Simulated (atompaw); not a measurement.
How hard is this tantalum PAW (atompaw) potential?

```json
{"Element": "tantalum (Ta)", "Generator": "atompaw 4.2.0.5", "Type": "PAW", "Functional": "PBE", "Relativity": "scalar-relativistic", "Frozen core": "[Kr] 4d10 4f14 5s2", "Valence charge": "11", "Reference configuration": "5p6 5d3 6s2 6p0", "Partial waves": "6s (bound): rc 3.00 bohr; 6s channel at 0.55 Ry: rc 3.00 bohr; 5p (bound): rc 2.30 bohr; 6p (bound, empty): rc 3.00 bohr; 5d (bound): rc 2.15 bohr; 5d channel at 1.05 Ry: rc 3.00 bohr", "Local potential": "ultrasoft scheme with l = 3 at 0.5 Ry, radius 2.60 bohr", "Core correction": "smooth core density matched at 2.15 bohr", "Augmentation charge": "sinc compensation charge, radius 2.90 bohr; PAW radius 3.00 bohr; waves and projectors: custom polynom2 7 10 vanderbiltortho"}
```

The pseudo-atom Hamiltonian at the reference potential is diagonalised in spherical Bessel functions j_l(qr) that vanish at 20 bohr, with q² up to the cutoff. All-electron valence levels (Ry): 6s -0.4000, 5p -2.8958, 6p -0.1022, 5d -0.2639.

How do the lowest levels (Ry) of each channel move with the cutoff, and are there ghosts?

```tsv
cutoff (Ry)	s #1	p #1	p #2	p #3	d #1	d #2	f #1	Σ f·Δε (mRy)
8	-0.3999	-2.8645	-0.1021	0.0478	0.0143	0.0710	0.1066	1022.6
12	-0.4000	-2.8899	-0.1022	0.0478	-0.2335	0.0571	0.1066	126.5
15	-0.4000	-2.8914	-0.1022	0.0478	-0.2548	0.0570	0.1066	53.8
21	-0.4000	-2.8952	-0.1022	0.0478	-0.2638	0.0569	0.1066	4.2
25	-0.4000	-2.8957	-0.1022	0.0478	-0.2639	0.0569	0.1066	0.8
35	-0.4000	-2.8957	-0.1022	0.0478	-0.2639	0.0569	0.1066	0.4
400	-0.4000	-2.8958	-0.1022	0.0478	-0.2639	0.0569	0.1066	0.0
```

Result: no extra level below or beside the all-electron valence levels (s, p, d, f tested); 10 mRy is reached at 21 Ry and 1 mRy at 25 Ry.
